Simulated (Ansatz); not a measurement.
**Four-centre ligand exchange**

Start structure (SiNH4Cl2F, closed shell), relaxed at PBE0-D4/def2-TZVP:

```
9
angstrom
Si -0.8128 0.4884 -0.4594
N 0.6505 0.2407 0.4228
Cl -0.4498 -0.1186 -2.3616
Cl -1.3978 2.4473 -0.4879
H -1.8938 -0.2950 0.1545
H 0.8485 -1.4790 0.6196
F 0.9116 -2.4134 0.7639
H 0.6466 0.5703 1.3812
H 1.4971 0.5594 -0.0330
```

The step: SiNH₃Cl₂ ([NH2][SiH]([Cl])[Cl]) + HF → SiHCl₂F ([F][SiH]([Cl])[Cl]) + NH₃ (still joined by a long Si–N bond); bonds formed: Si1–F7, N2–H6; bonds broken: H6–F7; bonds weakened to dative contacts: Si1–N2. Ansatz 0.2.0; basis: def2-TZVPP and def2-QZVPP; cores frozen in the correlated methods. Extrapolation: Hartree–Fock as exp(−7.88 √X), correlation as X^−2.97. Energies below are by CCSD(T) at an estimated basis limit (MP2 extrapolated from triple and quadruple zeta, plus CCSD(T) − MP2 in triple zeta).

(1) What are the electronic barrier and the energy of the step, from the start structure to the end structure? (To be estimated.)

T1 diagnostic: at most 0.011.

## Answers

(1) The calculation gives: Barrier 17.51 kcal/mol; step energy -15.06 kcal/mol (downhill); reverse barrier, their difference, 32.57 kcal/mol. Barrier and step energy count from the start structure, the reverse barrier from the end structure.

The saddle point: One imaginary mode of 744i cm⁻¹.
```csv
pair,start (Å),saddle (Å),end (Å)
Si1–F7,3.59,2.13,1.62
N2–H6,1.74,1.24,1.02
Si1–N2,1.73,1.82,2.06
H6–F7,0.95,1.18,2.58
```

Zero-point energy (harmonic, PBE0-D4): ZPE is 32.49 kcal/mol at the start and 31.19 kcal/mol at the saddle, so the barrier goes from 17.51 to 16.21 kcal/mol.

Steps of this kind, hydrogen fluoride cutting a network bond, underlie vapour etching and the fluorination step of atomic layer etching.

Labels in which every atom is bracketed show which atoms are joined, not bond orders.

For scale, one of the runs: CCSD(T)/def2-TZVPP, 244 basis functions, launched by `ansatz run in.yaml --threads 8 --pin off --events-out ev --progress --plain --max-ram 19148MiB`. Hardware: 8 CPU threads of an Arm Neoverse V1, shared host. Wall time 85 s; peak host memory 4.7 GiB.
